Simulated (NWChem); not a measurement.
System meant: GaHSeCl2; SMILES [Cl][Ga]([Cl])[SeH]

The following NWChem deck was run.

```
start job
memory heap 200 mb stack 900 mb global 1100 mb
geometry units angstroms noautoz
  Ga    -0.004797    -0.431980     0.000000
  Cl     1.809509    -1.596108     0.000000
  Cl    -1.874653    -1.512122     0.000000
  Se     0.086967     1.894535     0.000000
  H     -1.393182     1.975111     0.000000
end
basis spherical
  * library def2-svp
end
dft
  odft
  mult 2
  xc pbe0
  iterations 150
  mulliken
end
task dft energy
```

End of the output:

```
                                 NWChem DFT Module
                                 -----------------

 Summary of "ao basis" -> "ao basis" (spherical)
 ------------------------------------------------------------------------------
       Tag                 Description            Shells   Functions and Types
 ---------------- ------------------------------  ------  ---------------------
 Ga                         def2-svp                12       32   5s4p3d
 Cl                         def2-svp                 8       18   4s3p1d
 Se                         def2-svp                12       32   5s4p3d
 H                          def2-svp                 3        5   2s1p

 Summary of "ao basis" -> "ao basis" (spherical)
 ------------------------------------------------------------------------------
       Tag                 Description            Shells   Functions and Types
 ---------------- ------------------------------  ------  ---------------------
 Ga                         def2-svp                12       32   5s4p3d
 Cl                         def2-svp                 8       18   4s3p1d
 Se                         def2-svp                12       32   5s4p3d
 H                          def2-svp                 3        5   2s1p

      Symmetry analysis of basis
      --------------------------

        a'         74
        a"         31

  number of electrons :                  100
  multiplicity        :                    2
 ------------------------------------------------------------------------
  no. of electrons and multiplicity not compatible                 100
 ------------------------------------------------------------------------
 ------------------------------------------------------------------------
  current input line :
    20: task dft energy
 ------------------------------------------------------------------------
 ------------------------------------------------------------------------
 There is an error in the input file
 ------------------------------------------------------------------------
 For more information see the NWChem manual at https://nwchemgit.github.io

0: no. of electrons and multiplicity not compatible:Received an Error in Communication
```

**Question.** Can this run be used? If not, why, and what is the fix?

**Answer.** The program refused the input. Cause: the multiplicity doesn't fit the number of electrons (an even count wants an odd multiplicity, and the reverse). This input runs:
```
start job
memory heap 200 mb stack 900 mb global 1100 mb
geometry units angstroms noautoz
  Ga    -0.004797    -0.431980     0.000000
  Cl     1.809509    -1.596108     0.000000
  Cl    -1.874653    -1.512122     0.000000
  Se     0.086967     1.894535     0.000000
  H     -1.393182     1.975111     0.000000
end
basis spherical
  * library def2-svp
end
dft
  xc pbe0
  iterations 150
  mulliken
end
task dft energy
```
It converges to -5245.89893 Ha (PBE0/def2-SVP).
